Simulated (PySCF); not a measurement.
C3H8OSi, SMILES [SiH3][C@H]1[C@H](C1)O.

Geometry: r2SCAN-D4/def2-SVP. The structure was generated by enumeration; whether it is a known compound was not checked. One conformer was computed; it need not be the lowest.

Two levels are set side by side: TDDFT-PBE/def2-SVPD (PySCF) and TDDFT-B3LYP/def2-SVPD (PySCF). Vertical, same geometry. The lowest singlet is HOMO→LUMO 100 % with PBE and HOMO→LUMO 96 % with the other functional; states are paired by order. Differences are taken from unrounded values.

| quantity | TDDFT-PBE |
|---|---|
| lowest singlet excitation (eV) | 6.09 |
| lowest triplet excitation (TDA) (eV) | 5.91 |

Problem. These are the TDDFT-PBE values. What does TDDFT-B3LYP give? (Estimate from the structure and the level; the computed values follow.)

Solution. 
```json
[
 {"quantity": "lowest singlet excitation (eV)", "TDDFT-B3LYP": "6.62", "TDDFT-PBE minus TDDFT-B3LYP": "-0.52"},
 {"quantity": "lowest triplet excitation (TDA) (eV)", "TDDFT-B3LYP": "6.42", "TDDFT-PBE minus TDDFT-B3LYP": "-0.51"}
]
```

A lower first singlet is the usual sign of a functional without exact exchange. Differences between two approximate levels are no errors against the true value.

Rough cost on one machine, each run with all the roots and properties that it gave: TDDFT-B3LYP against TDDFT-PBE about 4 times.
